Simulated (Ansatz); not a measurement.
## Worked example: C2HF3Sn + SiH(SiH3)2 → C2HF2Sn + SiH(SiH3)2F

Gas-phase species: C2HF3Sn `C#[C][Sn]([F])([F])[F]`, singlet; SiH(SiH3)2, doublet; C2HF2Sn `C#[C][Sn]([F])[F]`, doublet; SiH(SiH3)2F, singlet. A radical takes F: the energy is the difference in strength between the Sn–F bond broken and the Si–F bond made.

Shapes, held fixed at every level: PBE0-D4/def2-TZVP. Programs: Ansatz 0.2.0. The zero-point and thermal change to 298 K, harmonic and unscaled (PBE0-D4/def2-TZVP), is +1.9 kJ/mol.

At CCSD(T)/def2-TZVPP; 1 Eh = 2625.50 kJ/mol:

```
    species  energy (Eh)
    C2HF3Sn  -589.582666
 SiH(SiH3)2  -871.305074
    C2HF2Sn  -489.777132
SiH(SiH3)2F  -971.151811
```

Task: Work out ΔH(298 K) of the reaction at this level.

Result: 
1. Products less reactants: (-489.777132) + (-971.151811) − [(-589.582666) + (-871.305074)] = -0.041203 Eh = -108.2 kJ/mol.
2. With the thermal change: -108.2 + (+1.9) = -106.3 kJ/mol.

Other levels give -126.0 (SPW92/def2-TZVPP) to -85.4 kJ/mol (MP2/def2-SVP). No measured value is set beside it here. Open shells run unrestricted. For atoms past krypton def2 sets carry core potentials with scalar relativity. Outer-core shells of Sn are correlated, in sets that cover them unevenly.
